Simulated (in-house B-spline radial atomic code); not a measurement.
Values are calculated unless marked as measured or tabulated.
Two electrons in Si: a Gaussian well −V exp(−r²/w²) with V = 456 meV and w = 21.2 nm

For Si the NSM archive of the Ioffe Institute lists m_l = 0.98 m0, m_t = 0.19 m0 and ε = 11.7; the model takes one isotropic valley with the conductivity mass 3/(1/m_l + 2/m_t) = 0.26 m0, and so misses anisotropy and the other valleys. All triplets below are those of one valley; with several valleys two electrons can form a triplet in the 1s orbital itself, at an energy set by the valley splitting.

Effective-mass model with parabolic bands, a uniform dielectric constant, no image charges, no central-cell or spin-orbit terms. Two-electron levels come from full CI in B-splines with partial waves to l = 5 (up to 0.001 effective hartree above the limit).

**Question.** What are the effective units, and what is the potential in them?

**Answer.** Ha* = 27211.386 meV × 0.26/11.7² = 51.68 meV and a* = 0.0529177 nm × 11.7/0.26 = 2.381 nm. V = 8.83 Ha* and w = 8.91 a*.

In these units the lowest s and p orbitals lie at -8.134403 and -7.678710, and their Coulomb and exchange integrals are J_ss = 0.539330, J_sp = 0.447215 and K_sp = 0.08894. Full CI gives -15.793526 for the ground singlet, -15.471481 for the sp triplet, -15.340814 for the sp singlet and -15.035472 for the lowest triplet of two s orbitals.

**Question.** What does it cost to add the second electron, to first order and exactly?

**Answer.** To first order E = 2ε_s + J_ss = -15.729475, so the charging energy E(2) − 2E(1) is J_ss = 27.87 meV. CI gives -15.793526 − 2 × (-8.134403) = 0.475280, or 24.56 meV: relaxation and correlation lower it by 3.31 meV, 11.9 % of J_ss. The s² configuration of one-electron orbitals holds 94.7 % of the state, and the mean radius is 4.38 nm. The second electron is bound by ε_s − E = 395.9 meV, against 420.4 meV for the first.

**Question.** How far above the singlet do the triplets lie?

**Answer.** To first order the sp triplet lies at ε_s + ε_p + J_sp − K_sp = -15.454835, which is 14.19 meV above 2ε_s + J_ss. CI gives -15.471481 − (-15.793526) = 0.322045, or 16.64 meV, 71 % of the orbital spacing of 23.55 meV. The ss triplet lies 39.18 meV up, so the lower of the two is the sp one, and its gap equals k_BT at 193 K. The sp singlet-triplet splitting is 6.753 meV, against 2K_sp = 9.193 meV.
